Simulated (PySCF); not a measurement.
A structure optimised at ωB97X-D3(BJ)/def2-SVP, used in a PySCF frequency run:

```
Al
H 1 1.5932
C 1 1.9579 2 118.97
H 3 1.1016 1 113.72 2 -179.39
H 3 1.1049 4 107.86 1 -123.10
H 3 1.1050 4 107.80 5 -113.97
Si 1 2.4450 2 118.36 3 -179.98
H 7 1.4970 1 112.89 2 -178.92
H 7 1.4984 8 107.34 1 -122.88
H 7 1.4986 8 107.30 9 -114.43
```
Charge 0, spin multiplicity 1.

Q: Write its SMILES and formula.

A: [CH3][AlH][SiH3], CH₇AlSi

Q: What are its rotational constants (standard atomic weights)?

A: 16.414, 2.7139, 2.4292 GHz
